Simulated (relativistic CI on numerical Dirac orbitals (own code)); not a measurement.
# How well does a small relativistic CI reproduce O2+?

Calculated at this level of theory: Dirac-Coulomb-Breit CI, separate exchange-only KLI orbitals for each configuration, QED by a radiative potential, valence Slater integrals scaled by 0.85, P86 correlation estimate, and configurations built on the next ion tied to the tabulated ionisation energy (semi-empirical) (own radial code, finite nucleus).

Configurations in the expansion (outside the closed core 1s2): 2s2.2p2, 2s2.2p.3s, 2s2.2p.3p, 2s2.2p.3d, 2s2.2p.4s, 2s.2p3, 2p4, 2s2.2p.4p, 2s2.2p.4d, 2s2.2p.4f, 2p3.3s, 2s.2p2.3s, 2s2.3s2, 2p3.3p, 2s2.3s.3p, 2s.2p2.3p, 2p3.3d, 2s2.3s.3d, 2s2.3p2, 2s.2p2.3d, 2s2.3p.3d, 2s2.3d2, 2s.2p2.4s, 2s.2p.3s2. Levels of other configurations are missing.

```tsv
Configuration	Term (tabulated)	J	Measured (cm⁻¹)	Computed	Error	Purity (%)
2s2.2p2	3P	0	0.0	0	0	98
2s2.2p2	3P	1	113.2	111	-2	98
2s2.2p2	1D	2	20273.3	19680	-593	98
2s2.2p2	1S	0	43185.7	37589	-5597	95
2s.2p3	5S°	2	60324.8	62898	2573	100
2s.2p3	1D°	2	187054.0	189472	2418	98
2s.2p3	3S°	1	197087.7	195823	-1265	99
2s.2p3	1P°	1	210461.8	208835	-1627	97
2s2.2p.3s	3P° †	0	267258.7	258789	-8470	96
2s2.2p.3s	3P° †	1	267377.1	258906	-8471	96
2s2.2p.3s	3P° †	2	267634.0	259161	-8473	96
2s2.2p.3s	1P° †	1	273081.3	263902	-9179	95
2p4	3P †	2	283759.7	294430	10671	93
2p4	3P †	1	283977.4	294642	10664	94
2p4	3P †	0	284071.9	294733	10661	94
2s2.2p.3p	1P	1	290958.2	284197	-6761	96
2s2.2p.3p	3D	1	293866.5	286477	-7389	96
2s2.2p.3p	3D	2	294002.9	286612	-7391	96
2s2.2p.3p	3D	3	294223.1	286832	-7391	96
2s2.2p.3p	3S	1	297558.7	289597	-7962	96
2p4	1D †	2	298294.0	312189	13895	95
2s2.2p.3p	3P	1	300312.0	292181	-8131	93
2s2.2p.3p	3P	2	300442.5	292307	-8135	93
2s2.2p.3p	1D	2	306586.1	297759	-8827	96
2s2.2p.3p	1S	0	313802.8	304535	-9268	95
2s2.2p.3d	1D°	2	324735.7	317188	-7547	86
2s2.2p.3d	1F°	3	331821.4	324266	-7556	96
2s2.2p.3d	1P°	1	332778.9	324621	-8158	95
2p4	1S †	0	343306.3	350698	7392	91
2s2.2p.4s	1P°	1	358668.9	359518	849	98
2s.2p2.3p	3S°	1	363263.4	364588	1325	98
2s2.2p.4p	1P	1	365726.8	366957	1230	93
2s2.2p.4p	3S	1	367953.9	368953	999	99
```

Measured levels from Moore, Selected Tables of Atomic Spectra, NSRDS-NBS 3, section 11; pairs were made by configuration, J and term (by order where the table uses no LS term), so strongly mixed levels may be paired wrongly. Some J values or terms of the table were assigned by a fit.

Mean error by configuration (cm⁻¹): 2s2.2p2 -2064; 2s.2p3 525; 2s2.2p.3p -7917; 2s2.2p.3d -7754; 2s2.2p.4s 849; 2s.2p2.3p 1325; 2s2.2p.4p 1115. Over the excited levels the mean absolute error is 4913 cm⁻¹ (32 of the 32 excited levels that our extract of the source holds in range could be paired), and the median relative error of those above 1,000 cm⁻¹ is 2.5 %. Some levels of the ground configuration have no partner. † marks terms whose computed intervals miss the measured ones by more than a factor of 2.5, or configurations far off the rest, from wrong mixing, a near crossing or a doubtful label or measurement; they are left out of the means.
